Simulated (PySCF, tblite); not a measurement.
Isomers of C5H5N3, one GFN2-xTB conformer each. Single-point energies are computed at PBE0/pcSseg-1 (PySCF, gas phase, no added dispersion term), electronic only.

| SMILES | GFN2-xTB relative energy (kJ/mol) |
| --- | --- |
| C=Cc1cncnn1 | 70.6 |
| C=Cc1cnncn1 | 67.5 |
| C#Cc1nn[nH]c1C | 117.0 |
| C#Cc1cnn(C)n1 | 92.9 |
| Cc1c[nH]nc1C#N | 0.0 |
| C#Cc1nncn1C | 60.0 |
| C#CCn1nccn1 | 108.7 |

Conformers: `[CH2:1]=[CH:2][c:3]1[cH:4][n:5][cH:6][n:7][n:8]1` with C1–C2–C3–C4 180°; `[CH2:1]=[CH:2][c:3]1[cH:4][n:5][n:6][cH:7][n:8]1` with C1–C2–C3–C4 180°; `[CH:1]#[C:2][CH2:3][n:4]1[n:5][cH:6][cH:7][n:8]1` with C2–C3–N4–N5 -89°.

What does PBE0/pcSseg-1 give for the same structures?

```
        SMILES  PBE0/pcSseg-1 E (Eh)  PBE0/pcSseg-1 (kJ/mol)  GFN2-xTB (kJ/mol)  point group
Cc1c[nH]nc1C#N            -357.30727                     0.0                0.0           Cs
   C=Cc1cnncn1            -357.26628                   107.6               67.5           Cs
   C=Cc1cncnn1            -357.26430                   112.8               70.6           Cs
   C#Cc1nncn1C            -357.24086                   174.4               60.0      near Cs
 C#Cc1cnn(C)n1            -357.23643                   186.0               92.9           Cs
C#Cc1nn[nH]c1C            -357.23561                   188.1              117.0      near Cs
   C#CCn1nccn1            -357.22545                   214.8              108.7           Cs
```

Both levels put the same isomer lowest; measured from each level's own lowest isomer, the values differ by up to 114.4 kJ/mol (C#Cc1nncn1C: 60.0 against 174.4). As drawn, the lowest has a C≡N group and an N–H bond, which the highest lacks; the highest has a C≡C bond, which the lowest lacks. Neighbours under 10 kJ/mol apart (C=Cc1cnncn1 and C=Cc1cncnn1; C#Cc1cnn(C)n1 and C#Cc1nn[nH]c1C) can change places with a better method, another conformer or zero-point energy.

Which frontier levels, dipoles and rotational constants go with these structures?

```csv
SMILES,"HOMO (eV, PBE0/pcSseg-1)",LUMO (eV),dipole (D),"A, B, C (MHz)"
Cc1c[nH]nc1C#N,-7.68,-0.82,6.39,"3522, 2010, 1290"
C=Cc1cnncn1,-6.88,-2.49,3.62,"5808, 1670, 1297"
C=Cc1cncnn1,-6.87,-2.27,2.65,"5676, 1702, 1309"
C#Cc1nncn1C,-7.27,-0.92,6.21,"3815, 2040, 1340"
C#Cc1cnn(C)n1,-7.16,-0.67,1.00,"7024, 1379, 1161"
C#Cc1nn[nH]c1C,-6.98,-0.41,5.20,"3592, 1973, 1284"
C#CCn1nccn1,-7.82,-0.23,0.19,"5623, 1416, 1366"
```

What happens when harmonic zero-point energies from GFN2-xTB frequencies are added?

| SMILES | ZPE (kJ/mol) | electronic (kJ/mol) | with ZPE (kJ/mol) |
| --- | --- | --- | --- |
| Cc1c[nH]nc1C#N | 249.9 | 0.0 | 0.0 |
| C=Cc1cnncn1 | 244.8 | 107.6 | 102.5 |
| C=Cc1cncnn1 | 244.5 | 112.8 | 107.4 |
| C#Cc1nncn1C | 244.7 | 174.4 | 169.2 |
| C#Cc1cnn(C)n1 | 245.0 | 186.0 | 181.1 |
| C#Cc1nn[nH]c1C | 244.9 | 188.1 | 183.2 |
| C#CCn1nccn1 | 246.7 | 214.8 | 211.6 |

The zero-point energies span 5.4 kJ/mol. The order is unchanged.
